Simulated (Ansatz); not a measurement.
Reaction (formal exchange of groups at the Si–B bond): `FB(CCl)[SiH2]S` + `CSCO` → `OCS[SiH2]S` + `CB(F)CCl`

Calculated with Ansatz (gas phase, PBE0-D4/def2-TZVP geometries, no zero-point term in ΔE). CBS: MP2 limit from def2 TZ/QZ plus the TZ coupled-cluster correction, frozen cores. DFT in def2-TZVPP. Each species was taken in one conformer, which may not be the lowest.

```tsv
level	ΔE (kcal/mol)
PBE-D4	-31.8
r2SCAN-D4	-34.0
ωB97X-V	-32.1
PBE	-31.7
MP2/def2-TZVPP	-34.6
SCS-MP2/def2-TZVPP	-33.3
CCSD/def2-TZVPP	-32.8
MP2/def2-QZVPP	-34.8
```

What does CCSD(T)/CBS give? (Estimate.)

Computed: -33.2 kcal/mol. The listed levels differ from it by 1.4, -0.8, 1.1, 1.5, -1.4, -0.1, 0.4, -1.6 kcal/mol.

Largest T1 diagnostic among the species: 0.013.

From PBE to PBE0 (25 % exact exchange), in def2-TZVPP and without D4, ΔE moves by −1.0 kcal/mol.
